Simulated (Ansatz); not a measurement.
Two isomers of C3H9BS: A = `CSB(C)C`, B = `CCCBS`.

Calculated with Ansatz (gas phase, PBE0-D4/def2-TZVP geometries, no zero-point term in ΔE). CCSD(T)/CBS is the MP2 limit (def2-TZVPP, def2-QZVPP) plus CCSD(T) − MP2 in def2-TZVPP, frozen cores. DFT in def2-TZVPP. B3LYP here is the variant with VWN-RPA as its local correlation; programs differ in this. Each species was taken in one conformer, which may not be the lowest.

(1) Which isomer does CCSD(T)/CBS put lower? Give the gap. (Best estimate.)

(2) Give E(B) − E(A) in kcal/mol with PBE-D4, HF/def2-TZVPP, ωB97M-V, B2PLYP, MP2/def2-TZVPP, B3LYP, r2SCAN-D4. (Best estimate.)

Largest T1 diagnostic: 0.012.

Answers

(1) The calculation gave: A, by 10.7 kcal/mol.

(2) Ansatz gave: PBE-D4 12.0, HF/def2-TZVPP 10.1, ωB97M-V 11.2, B2PLYP 11.4, MP2/def2-TZVPP 10.8, B3LYP 11.7, r2SCAN-D4 12.4. None reverses the order clearly.
